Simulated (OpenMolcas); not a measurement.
Co2+ (d7) in a complex was computed by CASSCF with the d shell active (OpenMolcas, ANO-RCC-VDZP on the metal). Its lowest spin-free states, and all those of the highest spin:

```
2S+1  Degeneracy  E (cm-1)
   4           1       0.0
   4           3      1749
   4           3      3102
   2           2     19333
   2           3     19424
   2           1     19485
   4           3     19945
   2           3     20341
   2           3     24806
   2           3     25285
   2           2     26019
   2           3     26364
```

**Question.** Is the site octahedral, tetrahedral or cube-like, axial, or of lower symmetry?

**Answer.** The states with 2S+1 = 4 have orbital degeneracies 1, 3, 3, 3. Threefold states need a cubic site. For d7 at this spin an octahedron puts the threefold T1 below the threefold T2 and a tetrahedron or cube puts the single A2 below the threefold T2, so the site is a tetrahedron or a cube, which this pattern cannot tell apart. The first gap at this spin, 1750 cm-1, is |10Dq| in ligand-field theory. The run had Co2+ with 4 ligands (bromide) in tetrahedral coordination (Td) at 2.49 Å. A charge of +0.5 e stands 2.8 Å behind each ligand. Ligand basis ANO-RCC-VDZP.

Without dynamic correlation the repulsion within the d shell is too large (B by tens of per cent), so at a given field states of lower spin stand too high. Ligand-to-metal charge-transfer states are missing. With no ligand orbital active B as a rule stays too high, so bands that hang on it stand too high and its fall with covalency is understated. With metal d orbitals alone and no dynamic correlation the field as a rule comes out too small, by tens of per cent, by up to half for chloride and softer ligands, and the orbital part of g and χT, which goes as 1/10Dq, too large. No measured value stands beside these numbers; the geometry was imposed, not optimised, and the real ion may take another.
